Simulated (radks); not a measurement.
Spherical quantum dot in the effective-mass picture: electrons in a well V = -V0 / (1 + exp((r - R)/a)) with V0 = 4.03, R = 4.99, a = 0.38, all in effective atomic units (hartree* = m*/eps^2 hartree, bohr* = eps/m* bohr), one dielectric constant everywhere. Calculated with a radial shooting solver with Libxc functionals: non-relativistic Kohn-Sham, LDA (Slater exchange, Perdew-Wang correlation), spin-polarised, spherical densities. Levels are named by radial order and angular momentum (1s, 1p, 1d, 2s, ...), and open shells are averaged over m. Results are scaled to m* = 0.461 and eps = 5.2, for which hartree* = 463.9 meV and bohr* = 0.5969 nm.

N = 5, configuration 1s2 1p(up 3, down 0). This is the lowest configuration that the search found. Occupied and some empty levels:

| level | occupation | eigenvalue (meV) | <r> (nm) |
|---|---|---|---|
| 1s up | 1 | -1182.8 | 1.698 |
| 1s down | 1 | -1152.6 | 1.691 |
| 1p up | 3 | -1110.0 | 1.875 |
| 1p down | 0 | -1079.0 | 1.882 |
| 1d up | 0 | -1003.1 | 2.009 |
| 1d down | 0 | -972.84 | 2.019 |
| 2s up | 0 | -888.29 | 1.496 |
| 1f up | 0 | -869.07 | 2.119 |
| 2s down | 0 | -867.89 | 1.495 |
| 1f down | 0 | -840.08 | 2.130 |

Energy (meV): total -7228.23, kinetic 640.80, external -9059.3, Hartree 1728.4, exchange-correlation -538.18.

Electron density:

| r (nm) | n(r) (e/nm^3) |
|---|---|
| 0.0748 | 0.04808 |
| 0.357 | 0.05403 |
| 0.639 | 0.06693 |
| 0.921 | 0.08427 |
| 1.20 | 0.1006 |
| 1.49 | 0.1079 |
| 1.77 | 0.09835 |
| 2.05 | 0.07119 |
| 2.33 | 0.03745 |
| 2.61 | 0.01273 |
| 2.89 | 0.002552 |
| 3.18 | 0.0003112 |
| 3.46 | 0.00002851 |
| 3.74 | 2.359e-06 |
